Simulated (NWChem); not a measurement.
## Correlation energy of boron oxyfluoride (BFO)

SMILES: O=BF
```xyz
3

F      0.0000     0.0000    -1.1962
B      0.0000     0.0000     0.0865
O      0.0000     0.0000     1.2917
```
Charge 0, spin multiplicity 1.

The numbers come from NWChem runs, not from measurements. Structure: optimised with PBE0/def2-SVP, a minimum by its harmonic frequencies.

Basis set: cc-pVDZ. Each correlation energy counts from its own Hartree-Fock reference.

The correlated methods keep 3 core orbitals frozen. No row is a measurement; the coupled-cluster row has its own basis-set and correlation limits.

Order these methods by the correlation energy they give, lowest first: RI-MP2, SCS-MP2, CR-CCSD[T], CR-CCSD(T), CCSD.

CR-CCSD[T] (-459.4 mHa), CR-CCSD(T) (-458.0 mHa), CCSD (-448.5 mHa), RI-MP2 (-446.8 mHa), SCS-MP2 (-429.2 mHa)
